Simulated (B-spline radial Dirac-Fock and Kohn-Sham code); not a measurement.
## Gd⁴⁺: non-radiative channels of the 3d5/2 vacancy

System: Gd⁴⁺ in the configuration 1s2 2s2 2p6 3s2 3p6 3d10 4s2 4p6 4d10 4f6 5s2 5p6.

Method: independent-particle radiative and Coulomb Auger rates from relativistic LDA hole-state orbitals, with Dirac-Fock energies. Computed with a radial finite-basis atomic code. Kinetic energies are configuration averages from the vacuum level; the two-hole energies are estimated from single-hole states.

```
transition  kinetic energy (eV)  width (meV)  share (%)
   M5-N1N3                434.4         4.99        0.5
   M5-N2N3                509.1         12.1        1.2
   M5-N3N3                540.9         9.20        0.9
   M5-N1N4                561.0         7.67        0.8
   M5-N1N5                566.8         82.8        8.1
   M5-N2N5                643.4         82.0        8.0
   M5-N3N4                670.2         7.53        0.7
   M5-N3N5                677.6          132       12.9
   M5-N1N6                712.9         3.25        0.3
   M5-N1N7                713.7         11.4        1.1
   M5-N2N7                791.0         5.59        0.5
   M5-N4N5                804.7          175       17.2
   M5-N5N5                810.8          201       19.6
   M5-N3N7                823.6         5.95        0.6
   M5-N5O1                923.1         13.7        1.3
   M5-N5O2                949.2         13.1        1.3
   M5-N4N7                952.5         27.6        2.7
   M5-N5O3                954.9         21.5        2.1
   M5-N5N6                957.6         47.8        4.7
   M5-N5N7                959.1         73.3        7.2
   M5-N6N7               1104.6         35.8        3.5
   M5-N7N7               1105.4         24.8        2.4
```

The listed channels hold 98 % of the non-radiative rate. Summed by principal shells, of 1.02 eV in all: MNN 94.0 %, MNO 6.0 %.
